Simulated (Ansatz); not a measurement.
Cost and result for the atomization energy of `N[Si](N)(N)Cl` (11 atoms, 10 bonds).

| atom | x (Å) | y (Å) | z (Å) |
| --- | --- | --- | --- |
| N1 | 0.499 | -0.500 | 1.473 |
| Si2 | 0.227 | 0.089 | -0.099 |
| N3 | -0.347 | -1.162 | -1.098 |
| N4 | -0.893 | 1.367 | -0.052 |
| Cl5 | 2.027 | 0.801 | -0.884 |
| H6 | 1.187 | -0.090 | 2.082 |
| H7 | 0.376 | -1.484 | 1.644 |
| H8 | 0.279 | -1.765 | -1.605 |
| H9 | -1.223 | -1.034 | -1.574 |
| H10 | -1.251 | 1.664 | 0.840 |
| H11 | -0.880 | 2.113 | -0.727 |

The species carries charge 0 and has multiplicity 1. The geometry is a stationary point of PBE0-D4/def2-TZVP. It is one conformer, not always the lowest. Program: Ansatz. All runs use 4 threads of an Arm Neoverse V2 on a shared host. Times are those of one run each, without the atoms' runs, and a repeat can differ threefold. Electronic energies, without spin–orbit coupling; frozen cores. CCSD(T)/CBS adds CCSD(T) − MP2 in def2-TZVPP to the MP2 limit, and its time is that of the two runs behind it. T1 = 0.009. B3LYP takes the VWN-RPA correlation (the form of Gaussian; ORCA's B3LYP/G).

CCSD(T)/CBS is a level of theory with its own doubt, some kJ/mol a heavy atom from the limit and from the frozen cores, so smaller differences don't rank the functionals.

```
                             level  functions  wall time
              revPBE-D4/def2-TZVPP        261      1.8 s
                BLYP-D4/def2-TZVPP        261      1.8 s
               BHLYP-D4/def2-TZVPP        261      2.9 s
           CAM-B3LYP-D4/def2-TZVPP        261      3.2 s
                  CCSD(T)/def2-SVP        108      3.9 s
 B3LYP-D4/def2-TZVPP (with forces)        261        4 s
r2SCAN-D4/def2-TZVPP (with forces)        261      4.2 s
             r2SCANh-D4/def2-TZVPP        261      4.2 s
                 B2PLYP/def2-TZVPP        261      4.4 s
               PBE-QIDH/def2-TZVPP        261      4.6 s
                    MP2/def2-QZVPP        491       18 s
                CCSD(T)/def2-TZVPP        261    2.3 min
                 CCSD(T)/CBS(def2)          –    2.6 min
```

Q: What atomization energy does each give, and how far from CCSD(T)/CBS? (An estimate is asked.)

A: Computed: 
| level | atomization (kcal/mol) | difference from CCSD(T)/CBS | per bond |
| --- | --- | --- | --- |
| revPBE-D4/def2-TZVPP | 929.5 | -10.1 | -1.0 |
| BLYP-D4/def2-TZVPP | 941.6 | 2.0 | 0.2 |
| BHLYP-D4/def2-TZVPP | 910.4 | -29.2 | -2.9 |
| CAM-B3LYP-D4/def2-TZVPP | 945.2 | 5.6 | 0.6 |
| CCSD(T)/def2-SVP | 846.3 | -93.3 | -9.3 |
| B3LYP-D4/def2-TZVPP (with forces) | 940.8 | 1.2 | 0.1 |
| r2SCAN-D4/def2-TZVPP (with forces) | 932.1 | -7.5 | -0.7 |
| r2SCANh-D4/def2-TZVPP | 925.7 | -13.9 | -1.4 |
| B2PLYP/def2-TZVPP | 926.7 | -12.9 | -1.3 |
| PBE-QIDH/def2-TZVPP | 923.8 | -15.8 | -1.6 |
| MP2/def2-QZVPP | 941.1 | 1.5 | 0.1 |
| CCSD(T)/def2-TZVPP | 904.0 | -35.6 | -3.6 |
| CCSD(T)/CBS(def2) | 939.6 | 0.0 | 0.0 |

From r2SCAN to r2SCAN0 (25 % exact exchange), in def2-TZVPP and without D4, the atomization energy moves by −16.0 kcal/mol: exact exchange takes away binding that semilocal exchange gives to molecules. At CCSD(T), def2-SVP lies −93.3 kcal/mol from the extrapolated value and def2-TZVPP −35.6 kcal/mol: correlation converges slowly with the basis, and small sets miss more of it in the bonded molecule than in its fragments. The D4 term adds +10.4 kcal/mol with B3LYP and +5.5 kcal/mol with PBE0; it sums over pairs of atoms, weighted by their polarisabilities, and B3LYP, whose exchange is more repulsive, gets the larger term.
